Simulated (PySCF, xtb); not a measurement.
B(Me)(NCO)(OH) (C₂H₄BNO₂), SMILES B(N=C=O)(C)O. One conformer was computed; it need not be the lowest.

Harmonic wavenumbers (cm⁻¹) from xtb with GFN2-xTB at its own minimum, in rising order: 40, 73, 91, 285, 413, 423, 506, 517, 587, 681, 863, 866, 906, 1154, 1286, 1389, 1485, 1494, 1565, 2516, 3030, 3036, 3048, 3625.

Problem. What does PySCF with PBE-D3(BJ)/def2-SVP give at its own minimum? (An estimate is asked for; the answer gives what the named calculation found.)

Solution. 19, 79, 97, 314, 428, 455, 553, 587, 590, 643, 820, 860, 933, 1173, 1267, 1337, 1382, 1405, 1575, 2431, 2970, 3054, 3067, 3753. Paired by order, the mean absolute difference is 39 cm⁻¹ and the zero-point energies are 42.7 and 42.6 kcal/mol.
